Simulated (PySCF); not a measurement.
## Atomic charges against the basis set

C5H5BO.
Atom-mapped SMILES: `[CH:1]#[C:2][C:3]#[C:4][BH:5][O:6][CH3:7]` (hydrogens: H8 on C1; H9 on B5; H10, H11, H12 on C7)

PBE0 throughout (PySCF), one geometry, spherical d and f functions. Geometry: PBE0-D3(BJ)/def2-SVP, one conformer, isolated molecule. The first 7 of 10 kinds of atom are listed.

Mulliken charges (e):

```
        basis  functions      C1      C2      C3      C4      B5      O6      C7
       STO-3G         40  -0.102  -0.038  -0.047  -0.108  +0.243  -0.210  -0.121
        6-31G         73  -0.503  +0.163  +0.180  -0.340  +0.383  -0.500  -0.229
     pcSseg-0         73  -0.215  -0.045  -0.158  -0.227  +0.584  -0.621  -0.314
       6-31G*        108  -0.872  +0.559  +0.587  -0.606  +0.168  -0.358  -0.273
      cc-pVDZ        123  -0.769  +0.538  +0.578  -0.416  +0.050  -0.134  +0.068
     def2-SVP        123  -0.374  +0.301  +0.286  -0.320  +0.051  -0.207  +0.115
  aug-cc-pVDZ        206  +0.786  -0.010  +0.555  -0.149  -0.487  -0.574  +0.946
6-311+G(2d,p)        219  -0.569  +0.721  -0.526  +0.127  +0.341  -0.402  -0.327
    def2-TZVP        247  -0.166  +0.016  -0.114  -0.030  +0.114  -0.206  -0.191
      cc-pVTZ        280  -0.407  +0.377  +0.370  -0.580  +0.096  -0.156  -0.095
     IGLO-III        295  -0.149  -0.049  -0.064  -0.153  +0.468  -0.323  -0.196
     pcSseg-2        322  -0.131  +0.017  +0.020  -0.266  +0.526  -0.420  +0.162
```

IAO charges (e):

| basis | functions | C1 | C2 | C3 | C4 | B5 | O6 | C7 |
| --- | --- | --- | --- | --- | --- | --- | --- | --- |
| STO-3G | 40 | -0.123 | -0.050 | -0.032 | -0.106 | +0.167 | -0.206 | -0.246 |
| 6-31G | 73 | -0.181 | -0.024 | -0.009 | -0.113 | +0.208 | -0.325 | -0.235 |
| pcSseg-0 | 73 | -0.168 | -0.029 | -0.013 | -0.105 | +0.192 | -0.313 | -0.215 |
| 6-31G* | 108 | -0.173 | -0.027 | -0.011 | -0.122 | +0.241 | -0.341 | -0.195 |
| cc-pVDZ | 123 | -0.181 | -0.024 | -0.012 | -0.117 | +0.224 | -0.332 | -0.193 |
| def2-SVP | 123 | -0.173 | -0.026 | -0.013 | -0.114 | +0.223 | -0.330 | -0.184 |
| aug-cc-pVDZ | 206 | -0.188 | -0.024 | -0.011 | -0.118 | +0.230 | -0.343 | -0.201 |
| 6-311+G(2d,p) | 219 | -0.188 | -0.024 | -0.011 | -0.120 | +0.235 | -0.347 | -0.203 |
| def2-TZVP | 247 | -0.188 | -0.023 | -0.010 | -0.120 | +0.238 | -0.348 | -0.201 |
| cc-pVTZ | 280 | -0.188 | -0.023 | -0.010 | -0.121 | +0.237 | -0.346 | -0.202 |
| IGLO-III | 295 | -0.189 | -0.024 | -0.011 | -0.120 | +0.237 | -0.348 | -0.203 |
| pcSseg-2 | 322 | -0.188 | -0.023 | -0.010 | -0.120 | +0.238 | -0.348 | -0.202 |

Hirshfeld charges (e):

| basis | functions | C1 | C2 | C3 | C4 | B5 | O6 | C7 |
| --- | --- | --- | --- | --- | --- | --- | --- | --- |
| STO-3G | 40 | -0.061 | -0.032 | -0.034 | -0.095 | +0.158 | -0.089 | +0.058 |
| 6-31G | 73 | -0.074 | -0.030 | -0.020 | -0.091 | +0.171 | -0.151 | -0.003 |
| pcSseg-0 | 73 | -0.067 | -0.034 | -0.022 | -0.091 | +0.166 | -0.135 | -0.006 |
| 6-31G* | 108 | -0.072 | -0.033 | -0.021 | -0.091 | +0.174 | -0.144 | -0.005 |
| cc-pVDZ | 123 | -0.069 | -0.033 | -0.021 | -0.093 | +0.170 | -0.127 | -0.018 |
| def2-SVP | 123 | -0.068 | -0.033 | -0.020 | -0.093 | +0.173 | -0.135 | -0.018 |
| aug-cc-pVDZ | 206 | -0.068 | -0.035 | -0.023 | -0.094 | +0.189 | -0.152 | -0.028 |
| 6-311+G(2d,p) | 219 | -0.066 | -0.036 | -0.023 | -0.095 | +0.192 | -0.158 | -0.020 |
| def2-TZVP | 247 | -0.068 | -0.034 | -0.021 | -0.094 | +0.188 | -0.152 | -0.024 |
| cc-pVTZ | 280 | -0.069 | -0.033 | -0.020 | -0.094 | +0.185 | -0.147 | -0.026 |
| IGLO-III | 295 | -0.068 | -0.034 | -0.023 | -0.094 | +0.189 | -0.154 | -0.028 |
| pcSseg-2 | 322 | -0.068 | -0.034 | -0.022 | -0.093 | +0.190 | -0.154 | -0.030 |

ESP-fitted charges (e):

```
        basis  functions      C1      C2      C3      C4      B5      O6      C7
       STO-3G         40  -0.167  -0.142  +0.319  -0.594  +0.651  -0.148  -0.410
        6-31G         73  -0.309  -0.066  +0.335  -0.646  +0.827  -0.405  -0.223
     pcSseg-0         73  -0.301  -0.085  +0.336  -0.664  +0.858  -0.399  -0.298
       6-31G*        108  -0.323  -0.040  +0.264  -0.544  +0.672  -0.284  -0.258
      cc-pVDZ        123  -0.306  -0.061  +0.279  -0.553  +0.651  -0.274  -0.219
     def2-SVP        123  -0.298  -0.074  +0.307  -0.594  +0.703  -0.299  -0.213
  aug-cc-pVDZ        206  -0.354  -0.018  +0.277  -0.581  +0.689  -0.257  -0.325
6-311+G(2d,p)        219  -0.357  -0.025  +0.289  -0.592  +0.699  -0.264  -0.342
    def2-TZVP        247  -0.361  -0.017  +0.281  -0.584  +0.692  -0.261  -0.325
      cc-pVTZ        280  -0.350  -0.025  +0.280  -0.579  +0.689  -0.261  -0.309
     IGLO-III        295  -0.356  -0.019  +0.282  -0.586  +0.694  -0.265  -0.312
     pcSseg-2        322  -0.355  -0.025  +0.298  -0.607  +0.721  -0.274  -0.315
```

Q: Which scheme is steadiest as the basis changes?

A: Largest range over the bases for any column: Hirshfeld 0.09 e, IAO 0.14 e, ESP-fitted 0.26 e, Mulliken 1.66 e. Hirshfeld charges move least and Mulliken charges most, counted in e. Without the minimal STO-3G basis the ranges are Hirshfeld 0.03, IAO 0.05, ESP-fitted 0.21, Mulliken 1.66 e.

Q: How much do the charges still move between the two largest bases, IGLO-III and pcSseg-2?

A: At most, over all atoms: Mulliken 0.358 e, IAO 0.002 e, Hirshfeld 0.001 e, ESP-fitted 0.026 e.

Q: What do the same runs give for the total energy, the frontier levels and the dipole moment?

A: 
| basis | energy (Eh) | HOMO (eV) | LUMO (eV) | μ (D) |
| --- | --- | --- | --- | --- |
| STO-3G | -289.4884 | -5.23 | 1.22 | 1.78 |
| 6-31G | -293.0904 | -7.14 | -1.51 | 1.28 |
| pcSseg-0 | -292.5285 | -7.48 | -1.77 | 1.47 |
| 6-31G* | -293.1625 | -7.09 | -1.53 | 1.03 |
| cc-pVDZ | -293.1855 | -7.25 | -1.71 | 1.13 |
| def2-SVP | -292.9549 | -7.33 | -1.78 | 1.18 |
| aug-cc-pVDZ | -293.1986 | -7.40 | -1.91 | 1.07 |
| 6-311+G(2d,p) | -293.2514 | -7.42 | -1.93 | 1.07 |
| def2-TZVP | -293.2773 | -7.40 | -1.89 | 1.06 |
| cc-pVTZ | -293.2697 | -7.38 | -1.86 | 1.05 |
| IGLO-III | -293.2815 | -7.42 | -1.92 | 1.08 |
| pcSseg-2 | -293.2778 | -7.42 | -1.92 | 1.08 |

The dipole is fixed by the density alone, so its range of 0.75 D shows that the density itself changes with the basis, not only its division among atoms.
